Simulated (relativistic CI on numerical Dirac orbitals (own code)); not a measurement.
# Crystal-field levels of Yb⁴⁺, 4f12

Calculated by Dirac-Coulomb-Breit CI, separate exchange-only KLI orbitals for each configuration, a model potential for QED, valence Slater integrals scaled by 0.7, one configuration in a parametric crystal field (own radial code).

Field parameters in Wybourne normalisation; cubic f-shell fields have B⁴₄ = √(5/14) B⁴₀ and B⁶₄ = −√(7/2) B⁶₀. The field is a parameter set, without covalency.

S is read from ⟨S²⟩ = S(S + 1).

Levels (cm⁻¹, degeneracy): 0 (1), 84 (3), 135 (2), 1017 (3), 1048 (3), 1098 (1), 4786 (1), 5359 (3), 5777 (2), 6200 (3), 9727 (3), 9769 (3).

(1) Which field gives this pattern?
A. Oh, B40 = -2870, B60 = 830 cm⁻¹
B. Oh, B40 = 1550, B60 = 660 cm⁻¹
C. Oh, B40 = -4060, B60 = 690 cm⁻¹

Answers

(1) C. Oh, B40 = -4060, B60 = 690 cm⁻¹, ground level with S = 0.99.
